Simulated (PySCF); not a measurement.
A structure optimised at B3LYP-D3(BJ)/def2-SVP, used in a PySCF frequency run:

```xyz
9

In     0.1580     0.0443     0.0000
Cl    -0.7698     2.2036     0.0000
O      2.1438    -0.1954     0.0000
H      2.5917     0.6638     0.0000
O     -1.1011    -1.5007     0.0000
C     -0.6554    -2.8395     0.0000
H     -0.0552    -3.0993    -0.8934
H     -1.5457    -3.4931     0.0000
H     -0.0552    -3.0993     0.8934
```
Charge 0, spin multiplicity 1.

Q: Write its SMILES, formula and point group.

A: C[O][In]([OH])[Cl], CH4ClInO2, Cs

Q: What are its rotational constants (standard atomic weights)?

A: 3.8201, 1.4899, 1.0792 GHz
